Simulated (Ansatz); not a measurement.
Ideal-gas functions of CH₅FOSi (`C[SiH](O)F`) at 500 K and 1 bar, from an Ansatz frequency run at PBE0-D4/def2-TZVP.

Molar mass 80.13 g/mol, point group C1 (symmetry number 1), electronic degeneracy 1, moments of inertia 76.227, 83.889, 136.888 u Å². Harmonic wavenumbers (cm⁻¹, unscaled): 151, 195, 241, 301, 340, 666, 717, 752, 829, 840, 891, 921, 965, 1284, 1444, 1448, 2276, 3050, 3134, 3140, 3928.

Use S(trans) = R[1.5 ln M + 2.5 ln T − 1.1517]; rotational temperatures θ = 24.2544 K / I; S(rot) = R[ln(√π/σ · √(T³/θAθBθC)) + 1.5]; for each mode x = 1.438777 ν̃/T, S = R[x/(eˣ − 1) − ln(1 − e⁻ˣ)] and H = RT x/(eˣ − 1); 1 cm⁻¹ = 0.0119627 kJ/mol; R = 8.31446 J/(mol·K).

By hand: the entropy, in J/(mol·K).

Translation 174.3. Rotation: θ = 0.3182, 0.2891, 0.1772 K, giving 111.9. Vibration, mode by mode: 15.31, 13.23, 11.52, 9.76, 8.82, 4.07, 3.63, 3.35, 2.81, 2.74, 2.44, 2.28, 2.07, 0.99, 0.68, 0.68, 0.09, 0.01, 0.01, 0.01, 0.00, in all 84.5. Electronic 0.0. Sum 370.7 J/(mol·K).

By hand: H − E and G − E in kJ/mol, counted from the electronic energy.

Zero-point energy ½ × 27513 × 0.0119627 = 164.6; thermal vibration 23.6; translation, rotation and pV give 4 RT = 16.6. H − E = 204.8 kJ/mol, and G − E = 204.8 − 500 × 370.7/1000 = 19.4 kJ/mol.

Vibration gives 23 % of the entropy. The sum counts one conformer and one mirror image; others add a mixing term.
